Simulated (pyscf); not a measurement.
Structures and frequencies: ωB97X-D3(BJ)/def2-SVP in PySCF. MP2 and CC: frozen core, UHF for open shells. ΔMP2 is the change of the MP2 total energy from the triple- to the quadruple-zeta basis.

Task: Estimate the classical barrier height and the reaction energy of •H₂C–AlH₂ → [H₃C–AlH]• at CCSD(T)/def2-TZVPP + ΔMP2(QZVPP). The step runs on the doublet surface, breaks Al–H and forms C–H; take the reactant's lowest minimum found as zero.

Result: ΔE‡ = 36.9 kcal/mol, ΔE = -15.2 kcal/mol. Zero-point energy shifts the barrier by -0.7 kcal/mol. It is a hydrogen shift, with an imaginary mode of 1582i cm⁻¹. One saddle was located; it need not be the lowest between these sides. The CCSD(T) − MP2 part came from Ansatz, without density fitting, on the same reference. A UHF reference is spin-contaminated (<S²> up to 0.86), which harms MP2 most.
